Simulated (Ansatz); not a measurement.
Reaction (ligand exchange at a B–C bond): `BC[SiH2]O` + `OC(O)O` → `BOC(O)O` + `C[SiH2]O`

Isolated molecules relaxed with PBE0-D4/def2-TZVP in Ansatz; ΔE leaves out vibrations. CCSD(T)/CBS is the MP2 limit (def2-TZVPP, def2-QZVPP) plus CCSD(T) − MP2 in def2-TZVPP, frozen cores. This one scheme is used for every species. Functionals use def2-TZVPP. B3LYP here is the variant with VWN-RPA as its local correlation; programs differ in this. Each species was taken in one conformer, which may not be the lowest.

`BC[SiH2]O`:

Z-matrix (Å, degrees):
```
C
Si 1 1.887
B 1 1.533 2 110.4
H 1 1.096 2 103.9 3 -122.2
H 1 1.095 2 103.3 3 122.5
O 2 1.648 1 110.9 3 -175.7
H 2 1.488 1 109.1 3 62.3
H 2 1.481 1 110.9 3 -59.4
H 3 1.198 1 120.7 2 88.3
H 3 1.198 1 120.8 2 -88.4
H 6 0.958 2 117.9 1 -67.9
```

`OC(O)O`:

Cartesian coordinates in Å:
```
O 0.551 -1.239 -0.329
C 0.150 0.075 -0.272
O 0.933 0.757 0.642
O -1.175 0.227 0.158
H 0.607 -1.554 0.582
H 0.272 0.466 -1.292
H 0.408 1.487 0.985
H -1.747 -0.219 -0.474
```

`BOC(O)O`:

Z-matrix (Å, degrees):
```
C
O 1 1.423
O 1 1.382 2 107.5
O 1 1.361 2 111.2 3 119.3
H 1 1.096 2 108.7 3 -122.8
B 2 1.347 1 121.0 3 141.4
H 3 0.962 1 108.6 2 -38.5
H 4 0.965 1 107.5 2 -72.9
H 6 1.195 2 116.9 1 177.2
H 6 1.201 2 120.1 1 -3.8
```

`C[SiH2]O`:

Z-matrix (Å, degrees):
```
C
Si 1 1.863
H 1 1.093 2 111.0
H 1 1.094 2 110.2 3 119.8
H 1 1.093 2 111.5 3 -120.7
O 2 1.652 1 112.6 3 57.7
H 2 1.492 1 108.9 3 -179.5
H 2 1.483 1 110.6 3 -59.4
H 6 0.957 2 117.7 1 68.6
```

| level | ΔE (kJ/mol) |
| --- | --- |
| PBE-D4 | -116.9 |
| B3LYP-D4 | -124.9 |
| ωB97X-V | -120.7 |
| CCSD(T)/def2-TZVPP | -121.8 |

Question: What does CCSD(T)/CBS give? (Best estimate.)

Answer: Computed: -119.8 kJ/mol. The listed levels differ from it by 2.9, -5.1, -0.9, -2.0 kJ/mol.

Largest T1 diagnostic among the species: 0.013.

In def2-TZVPP, CCSD(T) changes the Hartree–Fock value by +5.6 kJ/mol (the triples alone add −0.3 kJ/mol) and MP2 by +6.4 kJ/mol.
